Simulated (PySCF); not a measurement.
Correlation energy of Ni (nickel, neutral)

[Ar] 3d8 4s2, high-spin 3F determinant. Calculation: PySCF 2.14, in aug-cc-pVTZ-DK (8s7p5d3f2g, 93 functions); the spin-free X2C one-electron Hamiltonian (Gaussian nucleus). Frozen: [Ar]; 10 electrons correlated.

MP2 pair energies summed by pair of shells (mhartree):

```json
{"pair": "3d-3d", "energy": "-269.72", "share (%)": "79.6"}
{"pair": "3d-4s", "energy": "-46.18", "share (%)": "13.6"}
{"pair": "4s-4s", "energy": "-23.10", "share (%)": "6.8"}
```

Total MP2 correlation energy: -339.00 mhartree.

Same-spin part -120.10 and opposite-spin part -218.89 mhartree; SCS-MP2 scales them by 1/3 and 6/5 to -302.71 mhartree.
